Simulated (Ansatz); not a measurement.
A structure relaxed at PBE-D4/def2-SVP in Ansatz, charge 0, singlet:

```xyz
5

Mo   -0.044    0.068    0.063
O     0.078    0.119    1.744
O    -1.032    1.359   -0.387
Cl   -1.016   -1.883   -0.567
Cl    2.014    0.336   -0.853
```

**Question.** Give its formula, name or SMILES and point group.

**Answer.** MoO2Cl2 (MoCl₂O₂). Point group C2v (tolerance 0.1 Å).

**Question.** Summarise the bond lengths by kind (pairs closer than 1.2 times the sum of covalent radii, bridged metal pairs left out).

**Answer.** 2 × Mo–O 1.69 Å; 2 × Cl–Mo 2.27 Å. The metal has 4 neighbours: O 1.69 Å, O 1.69 Å, Cl 2.27 Å, Cl 2.27 Å.

In the def2 sets Mo takes a core potential; there is no spin–orbit coupling. The restricted singlet is unstable towards broken spin symmetry in Hartree–Fock (as tested in another run); at PBE-D4/def2-SVP this wasn't settled.
